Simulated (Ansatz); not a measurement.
One change: `CNCS` becomes `CN[CH2][GeH3]`.

Ansatz, PBE0-D4/def2-TZVP geometries, multiplicity 1. Each molecule was computed in one conformer, which needn't be the lowest.

Scalar relativity is left out up to krypton.

| property | `CNCS` |
| --- | --- |
| LUMO energy (ωB97M-V/def2-TZVPP) / eV | 2.18 |
| HOMO–LUMO gap (B3LYP/def2-TZVPP) / eV | 6.55 |
| size of the dipole moment (B3LYP/def2-TZVPP) / D | 2.20 |
| HOMO energy (ωB97M-V/def2-TZVPP) / eV | -8.92 |
| LUMO energy (PBE0/def2-TZVPP) / eV | 0.44 |
| size of the dipole moment (PBE/def2-TZVPP) / D | 2.15 |

(1) Give the same properties after the change, and the shifts. (Estimate.)

Answers

(1) Ansatz gave: 
```
                                        property  `CN[CH2][GeH3]`  shift
           LUMO energy (ωB97M-V/def2-TZVPP) / eV             2.30   0.12
           HOMO–LUMO gap (B3LYP/def2-TZVPP) / eV             6.81   0.26
size of the dipole moment (B3LYP/def2-TZVPP) / D             1.20  -1.00
           HOMO energy (ωB97M-V/def2-TZVPP) / eV            -8.89   0.03
              LUMO energy (PBE0/def2-TZVPP) / eV             0.78   0.34
  size of the dipole moment (PBE/def2-TZVPP) / D             1.17  -0.98
```

With PBE0 the HOMO rises by 0.09 eV and the LUMO rises by 0.34 eV, so the gap widens by about 0.25 eV. PBE moves the HOMO by 0.13 eV and ωB97M-V by 0.03 eV. Dipoles are sizes alone; their direction can turn.

B3LYP here is the variant with VWN-RPA as its local correlation; programs differ in this.
